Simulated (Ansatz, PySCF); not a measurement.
H₃O₃Si, SMILES O[Si](O)O, multiplicity 2. Atoms are numbered in the order given.

```xyz
7

O     -1.5472    -0.1139    -0.2053
Si     0.0000     0.0000     0.3853
O      0.6750     1.3969    -0.2053
O      0.8722    -1.2830    -0.2053
H     -2.1491     0.5880     0.0621
H      1.5837     1.5672     0.0621
H      0.5653    -2.1552     0.0620
```
Charge 0, spin multiplicity 2.

Coordinates come from a PBE0-D3(BJ)/def2-SVP optimisation. The isomer is the one that the SMILES or the coordinates give; other isomers of the formula were not compared. The values are those of a single conformer.

Two levels are set side by side: PBE-D3(BJ)/def2-SVP (Ansatz, a program for electronic structure) and PBE0-D3(BJ)/def2-SVP (Ansatz). Each level has its own optimised geometry; the coordinates shown are those of the second. Frequencies come from the Hessian of PySCF at each geometry. Differences are taken from unrounded values.

| quantity | PBE0-D3(BJ) |
|---|---|
| mean bond length (Å) | 1.311 |
| bond O1–Si2 (Å) | 1.660 |
| bond Si2–O3 (Å) | 1.660 |
| bond Si2–O4 (Å) | 1.660 |
| bond O1–H5 (Å) | 0.962 |
| bond O3–H6 (Å) | 0.962 |
| bond O4–H7 (Å) | 0.962 |
| highest harmonic wavenumber (cm⁻¹) | 3926 |
| mean harmonic wavenumber (cm⁻¹) | 1225 |
| zero-point energy (kcal/mol) | 26.27 |

### Question
What does PBE-D3(BJ) give, and how far is it from PBE0-D3(BJ)? (The exact figures need the calculation; the answer reports its results.)

### Answer

| quantity | PBE-D3(BJ) | PBE-D3(BJ) minus PBE0-D3(BJ) |
|---|---|---|
| mean bond length (Å) | 1.327 | 0.016 |
| bond O1–Si2 (Å) | 1.681 | 0.021 |
| bond Si2–O3 (Å) | 1.681 | 0.021 |
| bond Si2–O4 (Å) | 1.681 | 0.021 |
| bond O1–H5 (Å) | 0.974 | 0.012 |
| bond O3–H6 (Å) | 0.974 | 0.012 |
| bond O4–H7 (Å) | 0.974 | 0.012 |
| highest harmonic wavenumber (cm⁻¹) | 3749 | -178 |
| mean harmonic wavenumber (cm⁻¹) | 1178 | -47 |
| zero-point energy (kcal/mol) | 25.26 | -1.01 |

GGA bonds tend to be longer and softer than those of functionals with exact exchange. Differences between two approximate levels are no errors against the true value.
